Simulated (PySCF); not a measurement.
# Selenium: a sound run and one with changed settings

Sound run: Se [Ar] 3d10 4s2 4p4, Se⁺ [Ar] 3d10 4s2 4p3. All numbers are calculated (PySCF 2.14, scalar relativity by spin-free X2C-1e, in cc-pVDZ-DK). In the sound run the correlated levels freeze [Ar] 3d10. The sound run starts from symmetry-adapted Hartree-Fock orbitals and uses a fine grid where one is needed.

A second run was set up differently.

| species | method | sound run (hartree) | changed run (hartree) | converged |
| --- | --- | --- | --- | --- |
| Se | MP2 | -2428.03040 | -2428.05460 | yes |
| Se⁺ | MP2 | -2427.70305 | -2427.72579 | yes |

Ionisation energy of Se:

| method | sound run (eV) | changed run (eV) |
| --- | --- | --- |
| UHF | 8.504 | 8.504 |
| MP2 | 8.907 | 8.948 |
| SCS-MP2 | 8.927 | 8.950 |

Task: What was changed?
A. level shift left on
B. too few SCF iterations
C. all electrons correlated in a valence basis
D. a valence shell is frozen

Result: C. A valence basis has no tight correlating functions, so it recovers only part of the core correlation, and not evenly between atom and ion.
